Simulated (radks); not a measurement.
Question: Valence configurations of Cs (all share [Xe]). Method: scalar-relativistic Kohn-Sham, BLYP, spin-unpolarised, spherical densities, finite nucleus; Fermi nuclear charge, rms radius 4.8041 fm; computed with a radial shooting solver on a logarithmic mesh with Libxc functionals. Order these by energy: 6p1; 6s1; 5d1; 5d0.5 6s0.5.

Answer: From the lowest, in eV above it: 6s1 0.000; 5d0.5 6s0.5 0.862; 6p1 1.461; 5d1 1.721. NIST lists [Xe] 6s1 as the ground configuration; this level of theory agrees among the configurations tried. The energies are those of spherical spin-averaged densities, not of single terms. No valid solution was reached for [Xe] 4f0.5 6s0.5; [Xe] 4f1; [Xe] 4f0.5 6p0.5.
